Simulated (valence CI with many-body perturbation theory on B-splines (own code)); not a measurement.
## Level structure of Ho33+

Computed by relativistic CI+MBPT: six valence electrons over a frozen Dirac-Fock core [Ar] 3d10, a basis of 9 s, 9 p, 8 d, 6 f, 3 g, 1 h functions for each j, with the one-electron correlation potential Σ1 (screened to all orders), the two-electron term Σ2, the three-electron term Σ3, Breit, model QED; selected single and double excitations, second order for the rest, scaled by the run's own slope (own B-spline code, finite nucleus).

The last digits are not significant, and no measured levels were compared; by estimate large intervals hold to a few tenths of a per cent, small ones and those within an open d or f shell to about a per cent. Among the levels kept, up to 640 cm⁻¹ of a level comes from second order outside the variational space, and about a tenth of that is noise between levels of different J, which matters for small intervals.

Levels 1 to 39 of 39, with energies above the lowest level, (4s^2 4p1/2^2 4p3/2^2) J=2. "Leading %" is the weight of the configuration and term that name the level; weights of strongly mixed levels are sums over their largest components and can fall short. In the jj column 3d3/2^4 stands for four electrons in 3d with j = 3/2. Lifetimes count E1, E2, E3, M1 and M2 decay at the calculated energies, and are blank where another channel may lead or the interval is too uncertain; long ones can be off by a factor of two.

| No. | Configuration | Term | J | E (eV) | Leading % | Lifetime | g | Leading jj |
| --- | --- | --- | --- | --- | --- | --- | --- | --- |
| 1 | 4s²4p⁴ | ³P | 2 | 0.00 | 70 |  | 1.353 | 4s^2 4p1/2^2 4p3/2^2 (98 %) |
| 2 | 4s²4p⁴ | ¹S | 0 | 7.46 | 59 | 237 ms |  | 4s^2 4p1/2^2 4p3/2^2 (98 %) |
| 3 | 4s²4p⁴ | ³P | 1 | 52.95 | 98 | 625 ns | 1.498 | 4s^2 4p1/2 4p3/2^3 (98 %) |
| 4 | 4s²4p⁴ | ¹D | 2 | 56.88 | 70 | 1.20 μs | 1.141 | 4s^2 4p1/2 4p3/2^3 (98 %) |
| 5 | 4s²4p⁴ | ³P | 0 | 112.96 | 59 | 266 ns |  | 4s^2 4p3/2^4 (97 %) |
| 6 | 4s4p⁵ | ³P° | 2 | 127.48 | 19 | 477 ps | 1.199 | 4s^2 4p1/2^2 4p3/2 4d3/2 (78 %) |
| 7 | 4s²4p³4d | ⁵D° | 1 | 128.87 | 24 | 515 ps | 1.175 | 4s^2 4p1/2^2 4p3/2 4d3/2 (82 %) |
| 8 | 4s²4p³4d | ³P° | 0 | 130.84 | 54 | 10.6 ns |  | 4s^2 4p1/2^2 4p3/2 4d3/2 (96 %) |
| 9 | 4s²4p³4d | ³F° | 3 | 131.41 | 28 | 9.78 ns | 1.152 | 4s^2 4p1/2^2 4p3/2 4d3/2 (90 %) |
| 10 | 4s4p⁵ | ³P° | 2 | 132.23 | 50 | 43.4 ps | 1.283 | 4s 4p1/2^2 4p3/2^3 (50 %) |
| 11 | 4s²4p³4d | ³F° | 4 | 141.37 | 45 | 99.0 μs | 1.281 | 4s^2 4p1/2^2 4p3/2 4d5/2 (97 %) |
| 12 | 4s4p⁵ | ³P° | 1 | 147.00 | 30 | 4.63 ps | 1.311 | 4s 4p1/2^2 4p3/2^3 (57 %) |
| 13 | 4s4p⁵ | ³P° | 2 | 149.35 | 22 | 4.68 ps | 1.326 | 4s^2 4p1/2^2 4p3/2 4d5/2 (64 %) |
| 14 | 4s²4p³4d | ³D° | 3 | 152.25 | 28 | 4.12 ps | 1.153 | 4s^2 4p1/2^2 4p3/2 4d5/2 (81 %) |
| 15 | 4s²4p³4d | ³D° | 1 | 158.06 | 47 | 4.23 ps | 0.908 | 4s^2 4p1/2^2 4p3/2 4d5/2 (72 %) |
| 16 | 4s²4p³4d | ⁵D° | 0 | 176.56 | 36 | 10.9 ns |  | 4s^2 4p1/2 4p3/2^2 4d3/2 (80 %) |
| 17 | 4s²4p³4d | ³D° | 1 | 177.41 | 42 | 58.4 ps | 1.005 | 4s^2 4p1/2 4p3/2^2 4d3/2 (91 %) |
| 18 | 4s²4p³4d | ³F° | 2 | 178.03 | 44 | 159 ps | 1.029 | 4s^2 4p1/2 4p3/2^2 4d3/2 (96 %) |
| 19 | 4s²4p³4d | ³F° | 3 | 180.97 | 39 | 120 ps | 1.107 | 4s^2 4p1/2 4p3/2^2 4d3/2 (91 %) |
| 20 | 4s²4p³4d | ³G° | 4 | 184.94 | 52 | 4.06 μs | 1.070 | 4s^2 4p1/2 4p3/2^2 4d3/2 (96 %) |
| 21 | 4s4p⁵ | ³P° | 0 | 185.61 | 45 | 28.7 ps |  | 4s 4p1/2 4p3/2^4 (45 %) |
| 22 | 4s4p⁵ | ¹P° | 1 | 188.26 | 19 | 22.4 ps | 1.010 | 4s^2 4p1/2 4p3/2^2 4d5/2 (57 %) |
| 23 | 4s²4p³4d | ³D° | 3 | 189.24 | 58 | 62.8 ps | 1.335 | 4s^2 4p1/2 4p3/2^2 4d5/2 (96 %) |
| 24 | 4s²4p³4d | ³F° | 2 | 189.37 | 58 | 18.1 ps | 0.853 | 4s^2 4p1/2 4p3/2^2 4d3/2 (92 %) |
| 25 | 4s²4p³4d | ⁵D° | 4 | 190.12 | 48 | 849 ns | 1.286 | 4s^2 4p1/2 4p3/2^2 4d5/2 (96 %) |
| 26 | 4s²4p³4d | ³F° | 4 | 194.78 | 66 | 3.89 μs | 1.174 | 4s^2 4p1/2 4p3/2^2 4d5/2 (96 %) |
| 27 | 4s²4p³4d | ³G° | 5 | 196.27 | 98 | 3.79 μs | 1.197 | 4s^2 4p1/2 4p3/2^2 4d5/2 (98 %) |
| 28 | 4s²4p³4d | ³S° | 1 | 197.12 | 39 | 1.05 ps | 1.458 | 4s^2 4p1/2 4p3/2^2 4d3/2 (71 %) |
| 29 | 4s²4p³4d | ³P° | 2 | 197.70 | 47 | 986 fs | 1.298 | 4s^2 4p1/2 4p3/2^2 4d3/2 (79 %) |
| 30 | 4s²4p³4d | ³D° | 3 | 198.57 | 55 | 926 fs | 1.183 | 4s^2 4p1/2 4p3/2^2 4d3/2 (83 %) |
| 31 | 4s²4p³4d | ³D° | 2 | 202.91 | 48 | 113 ps | 1.263 | 4s^2 4p1/2 4p3/2^2 4d5/2 (97 %) |
| 32 | 4s²4p³4d | ³D° | 1 | 204.12 | 29 | 1.13 ps | 1.068 | 4s^2 4p1/2 4p3/2^2 4d3/2 (55 %) |
| 33 | 4s²4p³4d | ¹S° | 0 | 205.71 | 29 | 3.28 ps |  | 4s^2 4p1/2 4p3/2^2 4d5/2 (54 %) |
| 34 | 4s²4p³4d | ³F° | 3 | 205.78 | 34 | 497 ps | 1.130 | 4s^2 4p1/2 4p3/2^2 4d5/2 (98 %) |
| 35 | 4s²4p³4d | ³D° | 2 | 208.57 | 40 | 2.94 ps | 1.063 | 4s^2 4p1/2 4p3/2^2 4d5/2 (83 %) |
| 36 | 4s²4p³4d | ³P° | 1 | 209.86 | 30 | 1.37 ps | 1.042 | 4s^2 4p1/2 4p3/2^2 4d3/2 (47 %) |
| 37 | 4s²4p³4d | ¹F° | 3 | 212.14 | 45 | 2.61 ps | 1.053 | 4s^2 4p1/2 4p3/2^2 4d5/2 (77 %) |
| 38 | 4s²4p³4d | ³S° | 1 | 214.97 | 31 | 1.34 ps | 1.344 | 4s^2 4p1/2 4p3/2^2 4d5/2 (56 %) |
| 39 | 4s²4p³4d | ¹D° | 2 | 215.92 | 39 | 1.27 ps | 1.202 | 4s^2 4p1/2 4p3/2^2 4d5/2 (86 %) |

The ionisation energy to 4s²4p³ ²P°3/2 of the next ion comes out as 1397.4 eV (NIST: 1395 ± 5 eV (theoretical)). All 39 levels together are meant to be complete up to 218.25 eV.
